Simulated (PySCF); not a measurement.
# Electron correlation in Mn(12+) (manganese, charge +12)

[Ne] 3s2 3p1, 2P determinant. All numbers are calculated (PySCF 2.14, scalar relativity by spin-free X2C-1e, in an uncontracted even-tempered set (19 s from 0.59 bohr⁻², ratio 2.5; 12 p from 0.76 bohr⁻², ratio 2.5; 5 d from 4.4 bohr⁻², ratio 2.7; 4 f from 6.6 bohr⁻², ratio 2.7)). Frozen: 1s2; 11 electrons correlated; the 22 highest virtual orbitals of each spin left out.

```csv
level,correlation energy (mhartree)
CCSD,-436.24
(T),-2.61
CCSD(T),-438.85
```

Diagnostics: T1 = 0.0026, D1 = 0.0110, largest double amplitude 0.087.

Cost of the coupled-cluster step: about 30 core-seconds, for 11 correlated electrons.

Iterations:

```
CC2 = 0
CCSD nocc = (np.int64(6), np.int64(5)), nmo = (85, 85)
frozen orbitals [[0, 86, 87, 88, 89, 90, 91, 92, 93, 94, 95, 96, 97, 98, 99, 100, 101, 102, 103, 104, 105, 106, 107], [0, 86, 87, 88, 89, 90, 91, 92, 93, 94, 95, 96, 97, 98, 99, 100, 101, 102, 103, 104, 105, 106, 107]]
max_cycle = 100
direct = 0
conv_tol = 1e-08
conv_tol_normt = 1e-06
diis_space = 8
diis_start_cycle = 0
Init t2, MP2 energy = -0.413711576430792
Init E_corr(UCCSD) = -0.413711576432006
cycle = 1  E_corr(UCCSD) = -0.428857734309768  dE = -0.0151461579  norm(t1,t2) = 0.0300399
cycle = 2  E_corr(UCCSD) = -0.433674472437385  dE = -0.00481673813  norm(t1,t2) = 0.0110323
cycle = 3  E_corr(UCCSD) = -0.43625522215923  dE = -0.00258074972  norm(t1,t2) = 0.00423696
cycle = 4  E_corr(UCCSD) = -0.436237907592796  dE = 1.73145664e-05  norm(t1,t2) = 0.000253044
cycle = 5  E_corr(UCCSD) = -0.436239611078624  dE = -1.70348583e-06  norm(t1,t2) = 1.84839e-05
cycle = 6  E_corr(UCCSD) = -0.436239448519791  dE = 1.62558834e-07  norm(t1,t2) = 2.13303e-06
cycle = 7  E_corr(UCCSD) = -0.436239376790561  dE = 7.17292295e-08  norm(t1,t2) = 4.68093e-07
cycle = 8  E_corr(UCCSD) = -0.43623939497388  dE = -1.8183319e-08  norm(t1,t2) = 5.60751e-08
cycle = 9  E_corr(UCCSD) = -0.436239393357159  dE = 1.61672115e-09  norm(t1,t2) = 5.78107e-09
UCCSD converged
E(UCCSD) = -1097.387854204919  E_corr = -0.4362393933571591
UCCSD(T) correction = -0.00261104577373267
```
